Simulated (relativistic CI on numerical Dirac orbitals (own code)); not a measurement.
**Au3+: 5p photoemission**

Computed with this model: Dirac-Coulomb-Breit CI, separate exchange-only KLI orbitals for each configuration, model QED, valence Slater integrals scaled by 0.7, multiplet model of photoemission in the sudden approximation; configurations [Xe] 4f14 5d8 → [Kr] 4d10 4f14 5s2 5p5 5d8; 300 K; Lorentzian 2.1 eV and Gaussian 0.6 eV FWHM. Energies are those of the free ion, without screening or charge transfer. The energies are binding energies and can lie tens of eV above those of solids. S is read from ⟨S²⟩ = S(S + 1).

Field parameters in Wybourne normalisation: Td as Oh with Dq negative (B⁴₀ = 21Dq, B⁴₄ = √(5/14) B⁴₀). The field is a parameter set, without covalency.

free ion: ground-state S = 0.96, centroid 108.43 eV. Peaks (eV, height): 99.4 (100), 106.6 (56), 120.8 (81).

Td, 10Dq = -8600 cm⁻¹: ground-state S = 0.97, centroid 108.44 eV. Peaks (eV, height): 99.6 (100), 102.6 (63), 107.0 (49), 121.0 (79).

Td, 10Dq = -14100 cm⁻¹: ground-state S = 0.97, centroid 108.44 eV. Peaks (eV, height): 99.8 (100), 103.0 (57), 107.2 (43), 121.0 (78).

Strongest unbroadened transitions for free ion:

| Energy (eV) | Relative strength |
| --- | --- |
| 99.26 | 100.0 |
| 100.66 | 18.7 |
| 100.69 | 12.4 |
| 101.61 | 32.4 |
| 102.63 | 40.7 |
| 103.33 | 4.1 |
| 103.94 | 22.6 |
| 103.97 | 2.8 |
| 104.84 | 1.9 |
| 106.31 | 25.5 |
| 106.93 | 16.1 |
| 106.95 | 18.5 |
| 108.27 | 2.7 |
| 109.23 | 8.2 |
| 120.28 | 56.7 |
| 120.71 | 9.0 |
| 121.17 | 32.9 |
| 122.39 | 46.4 |
